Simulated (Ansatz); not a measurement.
`C[B]([SiH3])[SnH3]` + `C[O][Al]([OH])[OH]` → `[OH][Al]([OH])[O][SiH3]` + `C[B](C)[SnH3]`  (redistribution)

Program: Ansatz. Geometries: PBE0-D4/def2-TZVP. ΔE: electronic, gas phase. CCSD(T)/CBS adds triple-zeta CCSD(T) − MP2 to the extrapolated MP2 energy (def2 sets, frozen cores). This one scheme is used for every species. DFT in def2-TZVPP. def2 core potentials past Kr. For Sn outer-core shells are correlated without core-valence functions, which leaves a few kJ/mol of doubt a bond. One conformer a species, not always the lowest.

```tsv
level	ΔE (eV)
PBE0-D4	-2.27
ωB97M-V	-2.43
r2SCAN	-2.38
MP2/def2-TZVPP	-2.54
```

Question: What does CCSD(T)/CBS give? (An estimate is asked.)

Answer: The calculation gave: -2.43 eV. The listed levels differ from it by 0.16, 0.00, 0.05, -0.11 eV.

Largest T1 diagnostic among the species: 0.014.

From PBE to PBE0 (25 % exact exchange), in def2-TZVPP and without D4, ΔE moves by −0.11 eV.
